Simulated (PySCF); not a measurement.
B(OMe)(SH)2 (CH5BOS2), SMILES COB(S)S. Atoms are numbered in the order given.

```xyz
10

B      0.1163    -0.1369     0.0000
O      1.1800     0.6946     0.0000
C      1.0541     2.0958     0.0000
H      0.5153     2.4490    -0.8952
H      0.5153     2.4490     0.8952
H      2.0628     2.5302     0.0000
S      0.3959    -1.9320     0.0000
H      1.7430    -1.8375     0.0000
S     -1.5815     0.5333     0.0000
H     -2.2118    -0.6591     0.0000
```
Charge 0, spin multiplicity 1.

Geometry: PBE0-D3(BJ)/def2-SVP. The structure was generated by enumeration, and PubChem lists no compound with its InChIKey, so it may never have been made. The values are those of a single conformer.

Calculation: PBE/def2-TZVP (PySCF).

Symmetry labels are those of the subgroup Cs that the program uses (full group Cs).

Computed valence orbital energies around the gap with their symmetry:
```tsv
orbital	symmetry	energy (eV)
HOMO−7	A'	-11.15
HOMO−6	A'	-10.22
HOMO−5	A'	-8.63
HOMO−4	A'	-8.52
HOMO−3	A"	-8.32
HOMO−2	A'	-7.44
HOMO−1	A"	-6.74
HOMO	A"	-6.12
LUMO	A'	-0.79
LUMO+1	A"	-0.73
LUMO+2	A'	-0.03
LUMO+3	A'	0.41
```
